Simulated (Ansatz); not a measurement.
The first iterations of a band of Cl2FH3HfO2 (9 atoms, charge 0, multiplicity 1).

Method: RKS B3LYP-D4/def2-SVP in Ansatz.

| Quantity | Value |
| --- | --- |
| movable images | 9 |
| climbing image | yes |
| spring | 5.0 eV/Å² |
| optimiser | quadratic models (default) |
| start path | through a guess of the saddle point |
| force threshold | 0.05 eV/Å |
| iteration limit | 43 |
| end points | relaxed |

First end point:

```xyz
9
Properties=species:S:1:pos:R:3
Hf -0.144 0.110 0.273
Cl -0.541 -0.104 2.646
F 1.642 -0.071 -0.449
Cl -1.524 1.682 -0.860
O -0.875 -1.554 -0.302
H -1.222 -2.410 -0.556
O 1.080 1.937 1.141
H 2.012 1.958 0.874
H 1.038 2.071 2.100
```

Last end point:

```xyz
9
Properties=species:S:1:pos:R:3
Hf 0.110 0.437 -0.233
Cl -1.037 0.731 2.686
F 1.233 0.400 -1.779
Cl -1.673 1.878 -0.875
O -0.377 -1.396 0.029
H -0.632 -2.269 0.330
O 1.362 1.202 1.110
H 2.271 1.520 1.146
H 0.209 1.115 2.453
```

| iteration | highest image above the first end (eV) | largest band force component (eV/Å) |
| --- | --- | --- |
| 1 | 4.163 | 12.223 |
| 2 | 1.914 | 4.035 |
| 3 | 1.059 | 2.205 |
| 4 | 1.017 | 2.072 |
| 5 | 0.993 | 1.140 |
| 6 | 0.983 | 1.239 |

Question: Does the band converge within its limit, and where does its top end?

Answer: The run converged. It ended after 19 iterations with the highest image 0.931 eV above the first end. A vibrational analysis at the climbing image gives one clearly imaginary mode, 241i cm⁻¹: a first-order saddle point. The orbitals stay closed-shell, which can raise the energy where a bond breaks towards radicals; this wasn't checked here.

Time of the run: 13 min on 4 threads of Intel(R) Xeon(R) Platinum 8259CL CPU @ 2.50GHz (Skylake/Cascade Lake) (shared host), peak memory 0.4 GiB.
